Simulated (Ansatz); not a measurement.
Consider the substitution at a C–N bond: `CC(C)[NH][Zr]([F])([F])[F]` + `CC(C)[O][Ti]([OH])([OH])[OH]` → `CC(C)[O][Ti]([OH])([OH])[O]C(C)C` + `[NH2][Zr]([F])([F])[F]`.

Gas-phase electronic energies from Ansatz, PBE0-D4/def2-TZVP geometries. CCSD(T)/CBS adds triple-zeta CCSD(T) − MP2 to the extrapolated MP2 energy (def2 sets, frozen cores). Functionals use def2-TZVPP. def2 core potentials past Kr. For Ti, Zr outer-core shells are correlated without core-valence functions, which leaves a few kJ/mol of doubt a bond. Scalar relativity is left out up to krypton. One conformer a species, not always the lowest.

```
        level  ΔE (eV)
      r2SCAN0     0.02
CCSD/def2-SVP    -0.04
```

Question: What does CCSD(T)/CBS give? (Best estimate.)

Answer: Computed: +0.02 eV. The listed levels differ from it by 0.00, -0.06 eV.

Largest T1 diagnostic among the species: 0.021, so the coupled-cluster value is less sure than usual.

At CCSD(T), def2-SVP lies −0.06 eV from the extrapolated value and def2-TZVPP +0.01 eV. Leaving LDA and LC-ωPBE aside and taking each functional with its dispersion term where it has one, the values, not all of them listed here, spread over 0.10 eV, from BLYP-D4 to PBE-QIDH. LDA lies +0.04 eV from PBE without D4. In def2-TZVPP, CCSD(T) changes the Hartree–Fock value by +0.11 eV (the triples alone add −0.00 eV) and MP2 by +0.16 eV.
